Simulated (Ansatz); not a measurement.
Cl₃Lu (SMILES [Cl][Lu]([Cl])[Cl]), singlet, at a GFN2-xTB geometry (such geometries of metal compounds can be far from the true shape) (core potentials on Lu). Base run: PBE0/def2-SVP (Ansatz, a program for electronic structure).

Geometry (Å):
```xyz
4

Lu     0.1175     0.3579     0.2234
Cl     1.8110    -0.7967    -0.8710
Cl    -0.8863    -1.3513     1.4359
Cl    -1.4153     0.6534    -1.4977
```
Charge 0, spin multiplicity 1.
All else is at Ansatz's defaults.

The base run was repeated with changes; each row names its change, and settings that it needs were set with it.

```
change                                                                 basis functions        E (Eh)
---------------------------------------------------------------------  ---------------  ------------
base                                                                               135   -2616.07689
basis = jorge-DZP-DKH; relativity = none                                           138  -13991.19476
basis = x2c-TZVPall; relativity = spin-free X2C; nucleus = Gaussian                201  -15948.02331
basis = ANO-RCC-VDZP; relativity = spin-free X2C                                   122  -15949.23483
basis = jorge-DZP-DKH; relativity = spin-free X2C; nucleus = Gaussian              138  -15911.72961
basis = ANO-RCC-VDZP; relativity = none                                            122  -13801.73264
basis = jorge-DZP-DKH; relativity = spin-free X2C                                  138  -15912.99358
basis = x2c-TZVPall; relativity = spin-free X2C                                    201  -15949.46874
basis = x2c-TZVPall; relativity = none                                             201  -14865.26839
basis = ANO-RCC-VDZP; relativity = spin-free X2C; nucleus = Gaussian               122  -15947.54637
```

Total energies compare only within one method and basis.

Ansatz warned in this series: the basis is contracted for relativity, which the run leaves out.

Basis sets contracted for a relativistic Hamiltonian are a mismatch without it, so the rows without relativity aren't non-relativistic limits. No row has spin-orbit coupling; sets with core potentials leave out the core electrons.
